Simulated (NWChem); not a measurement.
Molecule: C2H7NSi; SMILES C1NC[SiH2]1

```xyz
11

C     -0.1223    -0.4380     1.1697
N      0.2426    -1.2817     0.0000
C     -0.1223    -0.4380    -1.1697
Si     0.0559     1.0622     0.0000
H      0.5558    -0.5678     2.0198
H     -1.1577    -0.5733     1.5268
H     -0.1948    -2.2023     0.0000
H     -1.1577    -0.5733    -1.5268
H      0.5558    -0.5678    -2.0198
H     -1.0017     2.1134     0.0000
H      1.3864     1.7282     0.0000
```
Atoms are numbered in this order, from 1.

Program: NWChem. Medium grid unless said otherwise, to which SCAN and Minnesota functionals are sensitive. All runs use the structure optimised with B3LYP/6-31G* (spherical d). Hybrids' shares of exact exchange are those that their runs print; pure functionals count as 0. The functionals differ in more than this share.

```csv
row,share of exact exchange,highest occupied level (eV)
PBE/def2-TZVP,0.00,-5.12
r2SCAN/def2-TZVP,0.00,-5.38
TPSSh/def2-TZVP,0.10,-5.78
B3LYP/def2-TZVP,0.20,withheld
PBE0/def2-TZVP,0.25,-6.54
PW6B95/def2-TZVP,0.28,-6.67
```

Q: Fit a straight line of the last column on the one before it, predict the withheld value, and compare with the run.

A: 
1. Means of the 5 shown rows: x = 0.126, y = -5.898. Slope Σ(x − x̄)(y − ȳ)/Σ(x − x̄)² = -0.3649/0.07152 = -5.102; intercept -5.255.
2. The shown rows scatter about the line by 0.083 (root mean square); the largest residual is +0.13, at PBE/def2-TZVP.
3. At x = 0.20 (B3LYP/def2-TZVP; inside the shown range) the line gives -6.28.
4. The run gives -6.31, -0.03 from the line, 0.4 times the scatter.
